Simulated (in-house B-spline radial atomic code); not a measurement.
Checks on a self-consistent run for O, [He] 2s2 2p4. Computed with an all-electron radial atomic-structure program (B-spline basis): non-relativistic Hartree-Fock, spin-polarised, averaged over the determinants with the given up and down occupations, point nucleus.

| orbital | q | ε (Eh) | <1/r> | <r²> |
| --- | --- | --- | --- | --- |
| 1s up | 1 | -20.70850 | 7.63119 | 0.053462 |
| 1s down | 1 | -20.62963 | 7.65284 | 0.0528436 |
| 2s up | 1 | -1.41811 | 1.29479 | 1.50711 |
| 2s down | 1 | -1.07298 | 1.2311 | 1.67956 |
| 2p up | 3 | -0.67858 | 1.13017 | 1.87223 |
| 2p down | 1 | -0.50936 | 1.05789 | 2.31389 |

Electron-electron repulsion V_ee = 28.4393 hartree, kinetic energy T = 74.8136 hartree.

What total energy follows from the eigenvalues?

The eigenvalues count the repulsion twice, so E = Σqε - V_ee = -46.374 - 28.439 = -74.814 hartree; the run printed -74.814.

What is the virial ratio?

-V/T = (T - E)/T = 2.000000; at the Hartree-Fock limit it is 2.

What diamagnetic shielding (Lamb formula) and susceptibility (Langevin formula) do the radii give?

σ = (α²/3)Σq<1/r> = 22.2583/(3·137.036²) = 395.1 ppm, and χ = -0.79199×10⁻⁶·Σq<r²> = -8.889×10⁻⁶ cm³/mol with Σq<r²> = 11.224 bohr². Both are non-relativistic formulas without the paramagnetism of open shells.
